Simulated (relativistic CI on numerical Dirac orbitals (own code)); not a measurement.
## How well does a small relativistic CI reproduce Zn6+?

Method of calculation: Dirac-Coulomb-Breit CI, orbitals from a KLI potential per configuration, a model potential for QED, valence Slater integrals scaled by 0.9, configuration energies shifted to the measured levels that pair with them (semi-empirical) (own radial code, finite nucleus).

Configuration list (outside the closed core [Ne]): 3s2 3p6 3d6, 3s2 3p6 3d5 4p, 3s2 3p6 3d5 4s, 3s2 3p5 3d7, 3s2 3p4 3d8, 3s2 3p6 3d5 4d, 3s 3p6 3d7, 3s2 3p6 3d5 5s, 3s2 3p6 3d5 4f, 3s2 3p6 3d5 5p, 3s2 3p6 3d5 5d, 3s2 3p6 3d4 4s2, 3s2 3p6 3d5 5f, 3s2 3p6 3d5 5g, 3s2 3p6 3d4 4s 4p, 3p6 3d8, 3s2 3p5 3d6 4s, 3s2 3p6 3d4 4p2, 3s2 3p6 3d4 4s 4d, 3s2 3p5 3d6 4p, 3s2 3p6 3d4 4p 4d. Levels of other configurations are missing.

```csv
Configuration,Term (tabulated),J,Measured (cm⁻¹),Computed,Error,Purity (%)
3s2 3p6 3d6,5D,4,0.0,0,0,99
3s2 3p6 3d6,5D,3,1567.0,1547,-20,99
3s2 3p6 3d6,5D,2,2579.0,2534,-45,99
3s2 3p6 3d6,5D,1,3230.0,3161,-69,99
3s2 3p6 3d6,3P2,2,32319.0,29522,-2797,98
3s2 3p6 3d6,3H,6,33630.0,34215,585,99
3s2 3p6 3d6,3H †,5,34358.0,34879,521,93
3s2 3p6 3d6,3H †,4,34559.0,35862,1303,75
3s2 3p6 3d6,3F2,4,36364.0,34014,-2350,69
3s2 3p6 3d6,3P2,1,36747.0,33924,-2823,98
3s2 3p6 3d6,3F2,3,36953.0,35453,-1500,95
3s2 3p6 3d6,3F2,2,37536.0,36004,-1532,98
3s2 3p6 3d6,3G,5,41450.0,41220,-230,92
3s2 3p6 3d6,3G,4,42875.0,42526,-349,91
3s2 3p6 3d6,3G,3,43405.0,43035,-370,95
3s2 3p6 3d6,1I,6,51469.0,52226,757,99
3s2 3p6 3d6,3D,2,51684.0,50076,-1608,94
3s2 3p6 3d6,3D,1,51908.0,50354,-1554,99
3s2 3p6 3d6,3D,3,52228.0,50688,-1540,99
3s2 3p6 3d6,1G2,4,52978.0,50858,-2120,95
3s2 3p6 3d6,1D2,2,60829.0,58241,-2588,93
3s2 3p6 3d6,1F,3,71841.0,70172,-1669,96
3s2 3p6 3d6,3P1,1,83723.0,80311,-3412,99
3s2 3p6 3d6,3F1,2,85431.0,82340,-3091,99
3s2 3p6 3d6,3F1,4,85493.0,82482,-3011,98
3s2 3p6 3d6,3F1,3,85894.0,82861,-3033,96
3s2 3p6 3d6,3P1,2,86502.0,83074,-3428,99
3s2 3p6 3d6,1G1,4,96864.0,94126,-2738,98
3s2 3p6 3d6,1D1,2,129380.0,125212,-4168,99
3s2 3p6 3d5 4p,5P°,3,468437.0,467718,-719,96
3s2 3p6 3d5 4p,5P°,2,469602.0,468830,-772,98
3s2 3p6 3d5 4p,5P°,1,470310.0,469503,-807,99
3s2 3p6 3d5 4p,5F°,5,507704.0,505984,-1720,74
3s2 3p6 3d5 4p,5F°,4,508903.0,507350,-1553,69
3s2 3p6 3d5 4p,5H°,5,508927.0,507427,-1500,60
3s2 3p6 3d5 4p,5P°,3,512025.0,512573,548,66
3s2 3p6 3d5 4p,5P°,1,513017.0,513688,671,80
3s2 3p6 3d5 4p,3F°,3,513590.0,511831,-1759,82
3s2 3p6 3d5 4p,3F°,4,514001.0,512139,-1862,71
3s2 3p6 3d5 4p,3H°,6,514596.0,513349,-1247,92
3s2 3p6 3d5 4p,3H°,5,515395.0,514135,-1260,94
3s2 3p6 3d5 4p,3H°,4,515818.0,514564,-1254,96
3s2 3p6 3d5 4p,5F°,3,516964.0,517425,461,78
3s2 3p6 3d5 4p,5F°,4,517872.0,518455,583,77
3s2 3p6 3d5 4p,5F°,5,518826.0,519303,477,76
3s2 3p6 3d5 4p,5D°,3,519203.0,519606,403,71
3s2 3p6 3d5 4p,5D°,4,519689.0,519930,241,91
3s2 3p6 3d5 4p,5D°,2,520079.0,520533,454,72
3s2 3p6 3d5 4p,3G°,3,520746.0,519377,-1369,90
3s2 3p6 3d5 4p,3D°,3,520862.0,521890,1028,58
3s2 3p6 3d5 4p,3G°,4,520903.0,519505,-1398,94
3s2 3p6 3d5 4p,5D°,1,520937.0,521393,456,61
3s2 3p6 3d5 4p,3G°,5,520975.0,519543,-1432,74
3s2 3p6 3d5 4p,3D°,2,524785.0,524785,0,77
3s2 3p6 3d5 4p,3F°,4,525452.0,526134,682,86
3s2 3p6 3d5 4p,3F°,3,526611.0,527342,731,71
3s2 3p6 3d5 4p,3F°,2,526728.0,527443,715,80
3s2 3p6 3d5 4p,3S°,1,528902.0,529724,822,83
3s2 3p6 3d5 4p,3F°,3,533367.0,534243,876,64
3s2 3p6 3d5 4p,3H°,4,535706.0,532532,-3174,95
```

Measured levels from Sugar and Musgrove, J. Phys. Chem. Ref. Data 24, 1803 (1995); pairs were made by configuration, J and term (by order where the table uses no LS term), so strongly mixed levels may be paired wrongly.

Mean error by configuration (cm⁻¹): 3s2 3p6 3d6 -1719; 3s2 3p6 3d5 4p -409. Over the excited levels the mean absolute error is 1375 cm⁻¹ (59 of the 66 excited levels that our extract of the source holds in range could be paired, and the others can miss by more), and the median relative error of those above 1,000 cm⁻¹ is 0.34 %, both after the shifts were fitted to these levels, so that a configuration with one level shows no error. Some levels of the ground configuration have no partner. † marks terms whose computed intervals miss the measured ones by more than a factor of 2.5, or configurations far off the rest, from wrong mixing, a near crossing or a doubtful label or measurement; they are left out of the means.

Configurations whose levels could be paired with our table of measured levels were shifted onto them, all but the ground configuration, by the median error of their levels; single terms can still be off by 1,000 to 2,000 cm⁻¹ or more, and rates follow the energies as ν³ (E1, M1) or ν⁵ (E2). The others borrow a shift and can be off by several thousand cm⁻¹ or more. 59 of the 66 excited levels that our extract of the measured tables holds in this range could be paired (the sources list more); they are missed by 1359 cm⁻¹ on average and 4168 at most, after the shifts were fitted to these levels, and levels without a partner can miss by more. Some levels of the ground configuration have no partner and can miss by 10 % or more.

Shifts applied (cm⁻¹): 3s2 3p6 3d6 0; 3s2 3p6 3d5 4p -7693.
